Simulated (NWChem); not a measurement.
Basis-set convergence for AgI

SMILES: [Ag][I]
```xyz
2

Ag     0.0000     0.0000    -1.3683
I      0.0000     0.0000     1.2134
```
Charge 0, spin multiplicity 1.

All runs are NWChem calculations. All single points use one geometry, from PBE0/def2-SVP with def2 effective core potentials on Ag, I, a minimum by its harmonic frequencies.

Quantity: LUMO energy at the level PBE0.

Effective core potentials replace the inner electrons of Ag, I; spin-orbit coupling is left out. The structure started from a generated list of species.

Relative cost: rough, from shared machines, SCF included, def2-SVP = 1.

Task: In def2-QZVP the value is -3.12 eV. Among def2-SVP, def2-SVPD, def2-TZVP, def2-TZVPD, def2-TZVPP, which is the smallest basis within 0.2 eV of it?

Result: def2-SVP, with 57 functions against 154 and about 10 % of the time (also within reach: def2-SVPD, def2-TZVP, def2-TZVPD, def2-TZVPP). def2-QZVP isn't the basis-set limit itself, and a small set can land close by cancellation.

| basis | functions | LUMO energy (eV) | relative cost |
|---|---|---|---|
| def2-SVP | 57 | -3.11 | 1 |
| def2-SVPD | 69 | -3.15 | under 3 |
| def2-TZVP | 90 | -3.13 | under 3 |
| def2-TZVPD | 99 | -3.14 | under 3 |
| def2-TZVPP | 106 | -3.11 | under 3 |
| def2-QZVP | 154 | -3.12 | 8 |
